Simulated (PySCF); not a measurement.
Electron correlation in Zn (zinc, neutral)

[Ar] 3d9 4s2 4p1, one real determinant (an excited configuration). All numbers are calculated (PySCF 2.14, scalar relativity by spin-free X2C-1e, in aug-cc-pVDZ-DK (7s6p4d2f, 59 functions)). Frozen: [Ar]; 12 electrons correlated.

| level | correlation energy (mhartree) |
| --- | --- |
| CCSD | -357.91 |
| (T) | -8.49 |
| CCSD(T) | -366.40 |

Diagnostics: T1 = 0.021, D1 = 0.0808, largest double amplitude 0.058.

The real determinant used has ⟨L²⟩ near 8 against 12 for a pure F term, so it mixes terms.

Cost of the coupled-cluster step: about 7 core-seconds, for 12 correlated electrons.

The reference is one real determinant that mixes LS terms of this configuration.
